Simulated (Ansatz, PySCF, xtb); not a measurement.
Bonds broken one at a time in the series B Br-H. Isolated molecules, 0 K electronic values unless said otherwise. Strings in code marks are SMILES.

Quantity: homolytic bond dissociation enthalpy at 298 K (no spin–orbit term), in kcal/mol. Thermal and zero-point terms are GFN2-xTB rigid-rotor harmonic values (xtb).

Level 1: frozen-core MP2/6-31G* // B3LYP-D3(BJ)/def2-TZVP (PySCF)
Level 2: HF/3-21G // B3LYP-D3(BJ)/def2-TZVP (PySCF)
Level 3: HF/STO-3G // B3LYP-D3(BJ)/def2-TZVP (PySCF)
Level 4: HF/cc-pVTZ // B3LYP-D3(BJ)/def2-TZVP (Ansatz, a first-principles code)

```
species                                                level 1  level 2  level 3  level 4
-----------------------------------------------------  -------  -------  -------  -------
Br–B bond of `BrB(Br)Br`, giving `Br[B]Br` and `[Br]`    100.9     66.3     93.2     70.5
Br–B bond of `BrBBr`, giving `[BH]Br` and `[Br]`         104.6     69.0     99.0     75.4
B–Br bond of `BBr`, giving `[BH2]` and `[Br]`            107.6     70.6    104.2     79.0
```
